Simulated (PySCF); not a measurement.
# Checking a proposed structure

A compound C6H13NO gives the data below (simulated from a calculation) and was assigned the structure `CC(=O)CCN(C)C`.

$^{13}$C{$^{1}$H} NMR (computed): δ 169.9 (C), 52.0 (C), 29.1 (CH3, 3C), 25.7 (CH3).

$^{1}$H NMR (500 MHz, computed): δ 4.51 (br, 1H), 1.88 (s, 3H), 1.39 (s, 9H).

Computational details: shielding tensors at PBE0/pcSseg-1 (GIAO), geometry from GFN2-xTB, in PySCF 2.14.0 with density-fitted response routines (no solvent, averaged over atoms made equivalent by symmetry, fast rotation or ring inversion, a single conformation, non-relativistic).

δ = σ(ref) − σ, references computed at the same level: $^{1}$H (31.72 ppm) and $^{13}$C (186.93 ppm) vs TMS.

Problem. Compare with the shifts computed for the proposed structure, pairing carbons in order of shift.

Solution. Atoms are numbered as in `[CH3:1][C:2](=[O:3])[CH2:4][CH2:5][N:6]([CH3:7])[CH3:8]`. Each H is labelled by its parent atom.

```
atom  computed for proposal  given list  difference
  C2                  214.0       169.9       +44.1
  C5                   59.8        52.0        +7.8
  C7                   45.9        29.1       +16.8
  C8                   45.9        29.1       +16.8
  C4                   44.1        29.1       +15.0
  C1                   35.5        25.7        +9.8
```

The rms difference is 21.9 ppm and the largest +44.1 ppm at C2 (ketone carbonyl carbon). The proposal also would give 5 carbon signals, not 4. The carbon types in order of shift don't match either: C, CH2, CH3, CH3, CH2, CH3 for the proposal against C, C, CH3, CH3, CH3, CH3 in the data. The proposal doesn't fit.

Problem. Which isomer fits?

Solution. `N(C(C)=O)C(C)(C)C`.

Carbon types of the structure: 2 × C, 4 × CH3, leaving 1 H on heteroatoms. δC 169.9: amide carbonyl carbon; lone-pair donation from the attached heteroatom keeps it upfield of a ketone carbonyl. δC 29.1: methyl carbon; a saturated carbon with 1 carbon neighbour and no heteroatom attached. δH 4.51: hydrogen on an amide-type nitrogen; labile proton, position sensitive to the medium. δH 1.88: hydrogen on a methyl carbon α to a carbonyl; α to C=O.

Other isomers checked: CN1CCC(O)CC1 (rms 42.6 ppm).

The shifts were computed for this structure.

OH/NH shifts are gas-phase values; hydrogen bonding in solution moves them, usually downfield. Shifts are as computed. Against solution values, carbons near 30 ppm lie about +3 ppm off and those near 130 ppm about +5 ppm. Of 1211 compounds with measured shifts, 218 miss one by over three times the rms of a fit or turn the order of signals round; such compounds aren't used in these exercises. Hydrogen bonding in solution deshields acid and N–H amide carbonyl carbons by as much as 10 ppm beyond these values. No couplings were computed; multiplicities are counted from neighbouring protons, with m where these are inequivalent, close in shift, in a saturated or five-membered ring or joined by F or P, and br s for small geminal =CH2 splittings.
